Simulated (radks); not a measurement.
Results of a calculation; reference values are marked as such.
The scandium ion Sc+, 20 electrons, occupied as [Ar] 3d1 4s1. Level of theory: Dirac Kohn-Sham, exchange-only PBE, spin-unpolarised, spherical densities, finite nucleus; open shells fill j = l - 1/2 first; Fermi nuclear charge, rms radius 3.5459 fm (a radial shooting solver on a logarithmic mesh with Libxc functionals).

Unscreened Slater integrals over Kohn-Sham orbitals (cm^-1). Large and small components are both included. Empty in this configuration: 3d5/2.

\begin{tabular}{lr}
integral & value \\ \hline
F0(3d3/2,3d3/2) & 118200 \\
F2(3d3/2,3d3/2) & 52645 \\
F0(3d3/2,4s1/2) & 70426 \\
G2(3d3/2,4s1/2) & 13662 \\
F0(3d3/2,3p3/2) & 138670 \\
F2(3d3/2,3p3/2) & 62815 \\
G1(3d3/2,3p3/2) & 78063 \\
G3(3d3/2,3p3/2) & 46382 \\
F0(3d3/2,3p1/2) & 139040 \\
G1(3d3/2,3p1/2) & 78148 \\
F0(3d3/2,3d5/2) & 118040 \\
F2(3d3/2,3d5/2) & 52572 \\
G2(3d3/2,3d5/2) & 52556 \\
G4(3d3/2,3d5/2) & 32320 \\
F0(4s1/2,4s1/2) & 57876 \\
F0(4s1/2,3p3/2) & 74166 \\
G1(4s1/2,3p3/2) & 4996.5 \\
F0(4s1/2,3p1/2) & 74215 \\
G1(4s1/2,3p1/2) & 4948.1 \\
F0(4s1/2,3d5/2) & 70393 \\
G2(4s1/2,3d5/2) & 13720 \\
F0(3p3/2,3p3/2) & 169370 \\
F2(3p3/2,3p3/2) & 84806 \\
F0(3p3/2,3p1/2) & 169960 \\
G2(3p3/2,3p1/2) & 85064 \\
F0(3p3/2,3d5/2) & 138440 \\
F2(3p3/2,3d5/2) & 62677 \\
G1(3p3/2,3d5/2) & 77888 \\
G3(3p3/2,3d5/2) & 46274 \\
F0(3p1/2,3p1/2) & 170550 \\
F0(3p1/2,3d5/2) & 138800 \\
G3(3p1/2,3d5/2) & 46290 \\
F0(3d5/2,3d5/2) & 117880 \\
F2(3d5/2,3d5/2) & 52500 \\
F4(3d5/2,3d5/2) & 32285 \\
\end{tabular}
